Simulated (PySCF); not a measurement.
[BeH3]-: umbrella curve

All numbers come from PBE0/[Be def2-TZVPD, H def2-TZVPD], no relativity, density fitting, PySCF.

Rigid scan from the singlet minimum (Be–H 1.426 Å (×3); H–Be–H 120.0° (×3)). Coordinate: angle between each bond and the threefold axis, bonds fixed. Energies in kJ/mol from the minimum.

```json
{"angle of the bonds to the threefold axis (°)": "55", "E (kJ/mol)": "207.7", "dipole size (D, about the centre of mass)": "3.68"}
{"angle of the bonds to the threefold axis (°)": "60", "E (kJ/mol)": "152.2", "dipole size (D, about the centre of mass)": "3.27"}
{"angle of the bonds to the threefold axis (°)": "65", "E (kJ/mol)": "105.4", "dipole size (D, about the centre of mass)": "2.80"}
{"angle of the bonds to the threefold axis (°)": "70", "E (kJ/mol)": "67.3", "dipole size (D, about the centre of mass)": "2.29"}
{"angle of the bonds to the threefold axis (°)": "75", "E (kJ/mol)": "37.8", "dipole size (D, about the centre of mass)": "1.74"}
{"angle of the bonds to the threefold axis (°)": "80", "E (kJ/mol)": "16.8", "dipole size (D, about the centre of mass)": "1.17"}
{"angle of the bonds to the threefold axis (°)": "85", "E (kJ/mol)": "4.2", "dipole size (D, about the centre of mass)": "0.59"}
{"angle of the bonds to the threefold axis (°)": "90", "E (kJ/mol)": "0.0", "dipole size (D, about the centre of mass)": "0.00"}
```

Other isomers or separated fragments may lie lower.
